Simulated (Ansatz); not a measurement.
Si(NMe2)H3 (C₂H₉NSi). Charge 0, multiplicity 3. Geometry PBE0-D4/def2-SVP, that of the neutral singlet.

Cartesian coordinates in Å:
```
Si -0.247 1.384 0.855
N 0.107 0.020 -0.158
C -0.862 -0.483 -1.098
C 1.134 -0.926 0.197
H -0.366 -0.834 -2.022
H -1.571 0.308 -1.387
H -1.454 -1.334 -0.702
H 1.883 -0.459 0.854
H 0.740 -1.821 0.722
H 1.664 -1.285 -0.705
H -0.984 2.391 0.032
H 1.049 1.942 1.348
H -1.094 1.094 2.064
```

At PBE0-D4/def2-TZVP a singlet of charge 0 lies 5.26 eV below the triplet at the same geometry.

Problem. Estimate the α-spin orbital energies around the gap (eV) in Ansatz with PBE-D4/def2-TZVP, r2SCAN-D4/def2-TZVP, PBE0-D4/def2-TZVP.

Solution. 
```csv
orbital,PBE-D4/def2-TZVP,r2SCAN-D4/def2-TZVP,PBE0-D4/def2-TZVP
HOMO−5,-9.97,-10.42,-11.59
HOMO−4,-9.70,-10.13,-11.31
HOMO−3,-8.63,-9.02,-10.13
HOMO−2,-8.03,-8.23,-9.24
HOMO−1,-7.38,-7.81,-8.82
HOMO,-0.98,-0.95,-1.43
LUMO,0.06,0.44,0.76
LUMO+1,0.23,0.58,1.09
LUMO+2,0.70,1.09,1.55
LUMO+3,1.04,1.47,1.91
LUMO+4,1.21,1.75,2.04
LUMO+5,1.44,1.89,2.24
β HOMO,-7.85,-8.06,-9.07
β LUMO,-6.00,-5.64,-4.93
```
